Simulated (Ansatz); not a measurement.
The same path of AlFH$_{3}$Sb (6 atoms, charge 0, multiplicity 1) was run 3 times with different band settings. The coordinate that changes most is the height of Sb3 over the plane of its neighbours.

All numbers below come from Ansatz 0.2.0, RKS LDA/def2-SVP.

Relaxed end points:

```xyz
6
Properties=species:S:1:pos:R:3
F -1.152 -1.587 1.248
Al -0.309 -1.013 -0.072
Sb 1.312 0.999 0.328
H -0.562 -1.818 -1.431
H 0.780 1.578 -1.213
H -0.026 1.777 1.094
```

```xyz
6
Properties=species:S:1:pos:R:3
F -1.132 -1.593 1.256
Al -0.526 -0.910 -0.139
Sb -0.085 1.668 -0.098
H -0.343 -1.923 -1.362
H 1.317 1.328 -1.051
H 0.811 1.367 1.348
```

Common settings: spring 5.0 eV/Å²; start path through a guess of the saddle point; force threshold 0.03 eV/Å; iteration limit 60; end points relaxed.

| run | movable images | climbing image | optimiser |
| --- | --- | --- | --- |
| 1 | 5 | yes | quadratic models (default) |
| 2 | 5 | from the first iteration | lbfgs |
| 3 | 4 | no | quadratic models (default) |

Task: What does each run give, and how far can it be trusted?

Result: Run 1: converged after 9 iterations, highest image 0.948 eV above the first end. A vibrational analysis at the climbing image gives one clearly imaginary mode, 484i cm⁻¹: a first-order saddle point.
Run 2: converged after 37 iterations, highest image 0.949 eV above the first end. Another band between the same ends (5 images) ends at a top of the same energy, where a vibrational analysis finds 1 clearly imaginary mode.
Run 3: converged after 7 iterations, highest image 0.755 eV above the first end. No image climbed, so the highest image needn't sit at the top of the path.
